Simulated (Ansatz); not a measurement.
Reaction (ligand exchange at a Ge–C bond): `C[CH2][GeH2][NH2]` + `N[SiH](O)F` → `[NH2][GeH2][O][SiH](N)F` + `CC`

Gas-phase electronic energies from Ansatz, PBE0-D4/def2-TZVP geometries. CCSD(T)/CBS adds triple-zeta CCSD(T) − MP2 to the extrapolated MP2 energy (def2 sets, frozen cores). This one scheme is used for every species. DFT in def2-TZVPP. For Ge outer-core shells are correlated without core-valence functions, which leaves a few kJ/mol of doubt a bond. Scalar relativity is left out up to krypton. One conformer a species, not always the lowest.

`C[CH2][GeH2][NH2]`:

Z-matrix (Å, degrees):
```
C
C 1 1.522
H 1 1.094 2 111.4
H 1 1.094 2 111.5 3 -119.8
H 1 1.093 2 111.8 3 120.0
Ge 2 1.965 1 112.8 3 59.2
H 2 1.094 1 110.8 3 -61.7
H 2 1.095 1 110.9 3 -179.8
N 6 1.846 2 114.1 1 -56.7
H 6 1.542 2 109.5 1 61.5
H 6 1.541 2 110.3 1 -176.4
H 9 1.011 6 114.6 2 -60.2
H 9 1.011 6 114.3 2 66.0
```

`N[SiH](O)F`:

```xyz
8

N     0.252    1.071   -0.443
Si    0.048   -0.339    0.484
O    -1.025   -1.340   -0.221
F     1.511   -0.971    0.567
H     1.115    1.589   -0.404
H    -0.528    1.660   -0.685
H    -0.435   -0.195    1.868
H    -0.939   -1.476   -1.167
```

`[NH2][GeH2][O][SiH](N)F`:

```xyz
13

N     1.973    0.781   -0.236
Ge    1.476   -0.813    0.488
O    -0.149   -1.356   -0.066
Si   -1.406   -0.461   -0.533
N    -1.586    0.881    0.514
F    -1.181    0.196   -1.973
H     1.332    1.535   -0.025
H     2.135    0.759   -1.233
H     1.373   -0.657    2.010
H     2.438   -1.908    0.023
H    -2.568   -1.362   -0.674
H    -1.720    0.727    1.501
H    -2.117    1.679    0.203
```

`CC`:

```xyz
8

C    -0.485    0.509    0.287
C     0.485   -0.509   -0.287
H    -1.504    0.333   -0.067
H    -0.505    0.470    1.379
H    -0.209    1.527    0.000
H     1.504   -0.333    0.066
H     0.505   -0.470   -1.379
H     0.210   -1.527    0.000
```

```tsv
level	ΔE (kcal/mol)	difference from CCSD(T)/CBS
r2SCAN-D4	-19.9	-1.4
PBE0-D4	-18.3	0.2
B2PLYP	-19.9	-1.4
r2SCAN	-19.7	-1.2
PBE0	-17.7	0.8
HF/def2-TZVPP	-23.0	-4.5
SCS-MP2/def2-TZVPP	-20.2	-1.7
CCSD/def2-TZVPP	-19.5	-1.0
HF/def2-QZVPP	-23.3	-4.8
SCS-MP2/def2-QZVPP	-19.8	-1.3
CCSD(T)/CBS	-18.5	0
```

Largest T1 diagnostic among the species: 0.012.

In def2-TZVPP, CCSD(T) changes the Hartree–Fock value by +3.7 kcal/mol (the triples alone add +0.1 kcal/mol) and MP2 by +3.9 kcal/mol. The D4 term adds −1.0 kcal/mol with B3LYP and −0.6 kcal/mol with PBE0; it sums over pairs of atoms, weighted by their polarisabilities, and B3LYP, whose exchange is more repulsive, gets the larger term.

CCSD(T)/CBS has its own doubt, a few kJ/mol and more with outer-core shells, so smaller differences from it don't rank the levels.

B3LYP here is the variant with VWN-RPA as its local correlation; programs differ in this.
